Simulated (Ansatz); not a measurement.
A nudged elastic band was laid between two geometries of ClF3H2NTa + H2 (10 atoms, charge 0, multiplicity 1).

Level of theory: Ansatz 0.2.0, RKS r2SCAN-D4/def2-SVP.

```yaml
movable_images: 9
climbing_image: yes
spring: 2.0 to 10.0 eV/Å², energy-weighted
optimiser: quadratic models (default)
start_path: through a guess of the saddle point
force_threshold: 0.03 eV/Å
iteration_limit: 60
end_points: relaxed
```

First end point:

```xyz
10
Properties=species:S:1:pos:R:3
Ta -0.006 0.301 0.099
Cl 2.289 0.604 0.218
F -0.288 0.581 1.948
F -0.014 0.175 -1.788
N -1.046 1.932 -0.152
H -1.422 2.486 0.616
H -1.308 2.298 -1.066
F -0.906 -1.346 0.211
H 1.221 -2.789 0.915
H 1.910 -2.475 0.946
```

Last end point:

```xyz
10
Properties=species:S:1:pos:R:3
Ta -0.775 -0.426 0.200
Cl 3.274 0.488 0.313
F -0.937 -0.238 2.069
F -0.312 -0.710 -1.605
N -0.521 1.499 0.000
H -0.658 2.173 0.752
H -0.353 1.958 -0.894
F -2.401 -1.365 0.049
H 0.774 -1.218 0.568
H 2.341 -0.396 0.492
```

Question: What changes between the two ends?

Answer: Bonds broken: Ta1–Cl2, H9–H10. Bonds formed: Ta1–H9, Cl2–H10. ClF3H2NTa + H2 becomes ClH + F3H3NTa.

Question: Give the energies along the band, and the barrier.

Answer: It converged. The highest image is number 6 of 0 to 10, 37.3 kcal/mol above the first end and 2.0 kcal/mol above the last; the last end lies 35.4 kcal/mol above the first. Another band between the same ends (9 images) ends at a top of the same energy, where a vibrational analysis finds 1 clearly imaginary mode. The orbitals stay closed-shell, which can raise the energy where a bond breaks towards radicals; this wasn't checked here.

```csv
image,path coordinate (Å),energy (kcal/mol),Ta1–Cl2 (Å),H9–H10 (Å),Ta1–H9 (Å)
0,0.00,0.0,2.32,0.76,3.42
1,1.01,0.8,2.34,0.76,2.77
2,2.01,4.7,2.38,0.77,2.43
3,3.02,21.9,2.55,0.82,2.10
4,3.63,35.7,2.89,1.10,1.89
5,3.86,37.1,3.07,1.26,1.85
6,4.06,37.3,3.25,1.37,1.83
7,4.26,37.1,3.43,1.45,1.81
8,4.48,36.6,3.61,1.52,1.80
9,4.76,35.9,3.83,1.60,1.79
10,5.27,35.4,4.15,1.77,1.78
```

Question: What is the geometry of the highest image?

Answer: 
```xyz
10
Properties=species:S:1:pos:R:3
Ta -0.506 -0.427 0.172
Cl 2.511 0.734 0.499
F -0.501 -0.257 2.046
F 0.030 -0.600 -1.624
N -0.753 1.509 -0.046
H -0.723 2.146 0.750
H -0.475 1.993 -0.899
F -2.105 -1.379 0.030
H 0.979 -1.446 0.481
H 1.974 -0.506 0.537
```

Run time: 13 min on 4 threads of Arm Neoverse V2 (shared host), peak memory 0.23 GiB.
